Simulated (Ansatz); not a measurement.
CH$_{6}$GaNOSi (`[NH2][GaH][SiH2]C=O`). Total charge 0; spin multiplicity 1. All single points use the PBE0-D4/def2-TZVP geometry. It is one conformer, not always the lowest.

```xyz
11

N    -1.207    1.157   -1.805
Ga   -0.798    1.145   -0.037
Si    1.156   -0.124    0.583
C     0.563   -1.854    1.197
O     0.327   -2.100    2.352
H    -0.649    0.717   -2.517
H    -2.002    1.635   -2.194
H    -1.768    1.917    0.915
H     2.039   -0.357   -0.596
H     1.935    0.510    1.678
H     0.405   -2.645    0.424
```

Problem. What is the dipole moment at ωB97M-V/def2-TZVPP? (Estimate.)

Solution. Ansatz gave: 3.32 D, with components (-0.03, 1.14, -3.12) D in this frame, pointing from negative to positive charge.

Problem. And with PBE, r2SCAN, B3LYP? (Best estimate.)

Solution. Computed: PBE 3.31 D, r2SCAN 3.35 D, B3LYP 3.38 D.

Problem. Give the Mulliken charges with ωB97M-V, B3LYP, r2SCAN in def2-TZVPP. (Estimate.)

Solution. Computed: 
| atom | ωB97M-V | B3LYP | r2SCAN |
| --- | --- | --- | --- |
| N1 | -0.36 | -0.38 | -0.43 |
| Ga2 | 0.21 | 0.22 | 0.26 |
| Si3 | 0.08 | 0.16 | 0.12 |
| C4 | 0.04 | 0.05 | 0.13 |
| O5 | -0.25 | -0.25 | -0.27 |
| H6 | 0.12 | 0.14 | 0.16 |
| H7 | 0.12 | 0.14 | 0.16 |
| H8 | -0.01 | -0.04 | -0.05 |
| H9 | -0.02 | -0.06 | -0.07 |
| H10 | 0.00 | -0.05 | -0.05 |
| H11 | 0.08 | 0.06 | 0.02 |

B3LYP here is the variant with VWN-RPA as its local correlation; programs differ in this.
